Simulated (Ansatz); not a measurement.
`CCCCCCCCCCCCCCSC(C)=O`, relaxed as a singlet with RKS PBE-D4/def2-SVP in Ansatz, starting from the GFN2-xTB geometry. Force threshold 0.03 eV/Å.

Single mean-field runs in def2-SVP are fitted with def2-universal-jkfit.

Start:

```xyz
50

C    -5.4555   -3.6052   -5.9624
C    -4.5980   -2.6898   -5.0961
C    -3.1151   -2.8198   -5.4378
C    -2.2242   -1.8395   -4.6744
C    -2.1789   -2.1024   -3.1705
C    -1.1810   -1.1867   -2.4655
C    -1.1383   -1.4310   -0.9585
C    -0.1348   -0.5159   -0.2586
C    -0.1035   -0.7566    1.2499
C     0.9884    0.0292    1.9789
C     0.7441    1.5368    1.9806
C     1.8274    2.3238    2.7183
C     1.8421    2.0656    4.2238
C     2.7590    3.0241    4.9610
S     4.5137    2.7511    4.5237
C     5.2384    3.9541    5.6071
C     6.7319    3.9897    5.5183
O     4.5508    4.6370    6.3151
H    -5.1684   -4.6452   -5.8197
H    -5.3344   -3.3588   -7.0155
H    -6.5075   -3.5023   -5.7049
H    -4.7574   -2.9419   -4.0465
H    -4.9121   -1.6535   -5.2428
H    -2.9890   -2.6429   -6.5092
H    -2.7877   -3.8420   -5.2321
H    -2.5756   -0.8202   -4.8522
H    -1.2087   -1.9109   -5.0725
H    -3.1688   -1.9460   -2.7386
H    -1.8988   -3.1439   -2.9948
H    -0.1846   -1.3468   -2.8851
H    -1.4541   -0.1454   -2.6533
H    -0.8721   -2.4741   -0.7687
H    -2.1329   -1.2633   -0.5376
H    -0.4025    0.5223   -0.4646
H     0.8619   -0.6925   -0.6704
H     0.0616   -1.8228    1.4259
H    -1.0765   -0.5012    1.6767
H     1.0328   -0.3287    3.0094
H     1.9546   -0.1776    1.5132
H    -0.2258    1.7433    2.4403
H     0.7077    1.8936    0.9499
H     2.8067    2.0782    2.3015
H     1.6537    3.3902    2.5528
H     0.8325    2.1976    4.6218
H     2.1578    1.0412    4.4287
H     2.6932    2.8927    6.0415
H     2.5379    4.0637    4.7162
H     7.1349    3.0236    5.8142
H     7.1193    4.7676    6.1711
H     7.0362    4.1817    4.4923
```

Q: Estimate the energy that the relaxation releases and the steps that it takes.

A: 0.34 eV, in 5 steps; 22 s on 2 threads of AMD EPYC 7R13 on a shared host and a share (18 GiB) of an NVIDIA H100 80GB HBM3. No frequencies were taken in this run, so the end may be a saddle point.

Q: Does the start keep its bonding and symmetry?

A: By distances, no bond broke or formed. The bond that changes most is S15–C16, from 1.77 to 1.80 Å (atoms count from 1).

Q: Predict the relaxed structure.

A: 
Cartesian coordinates in Å:
```
C -5.531 -3.634 -6.009
C -4.647 -2.715 -5.165
C -3.157 -2.827 -5.506
C -2.239 -1.874 -4.729
C -2.178 -2.121 -3.218
C -1.187 -1.212 -2.486
C -1.125 -1.447 -0.975
C -0.118 -0.552 -0.247
C -0.067 -0.788 1.266
C 0.991 0.032 2.017
C 0.752 1.548 2.001
C 1.803 2.372 2.756
C 1.833 2.136 4.271
C 2.773 3.067 5.035
S 4.524 2.780 4.565
C 5.299 3.985 5.660
C 6.810 4.006 5.540
O 4.658 4.693 6.414
H -5.251 -4.700 -5.872
H -5.432 -3.407 -7.092
H -6.603 -3.535 -5.744
H -4.805 -2.942 -4.088
H -4.970 -1.658 -5.298
H -3.027 -2.645 -6.596
H -2.822 -3.877 -5.338
H -2.559 -0.823 -4.915
H -1.208 -1.948 -5.143
H -3.188 -1.989 -2.770
H -1.907 -3.186 -3.032
H -0.171 -1.351 -2.922
H -1.450 -0.148 -2.683
H -0.877 -2.515 -0.778
H -2.138 -1.293 -0.537
H -0.364 0.513 -0.459
H 0.897 -0.715 -0.677
H 0.118 -1.870 1.451
H -1.071 -0.580 1.703
H 1.033 -0.325 3.069
H 1.996 -0.181 1.587
H -0.257 1.761 2.425
H 0.716 1.904 0.949
H 2.811 2.166 2.330
H 1.618 3.454 2.572
H 0.811 2.287 4.684
H 2.099 1.080 4.496
H 2.701 2.920 6.131
H 2.546 4.134 4.835
H 7.233 3.023 5.830
H 7.213 4.794 6.202
H 7.116 4.202 4.492
```
Bond lengths: 14 × C–C 1.52 to 1.54 Å; 2 × C–S 1.80 to 1.84 Å; 1 × C–O 1.22 Å; 32 × C–H 1.11 Å.
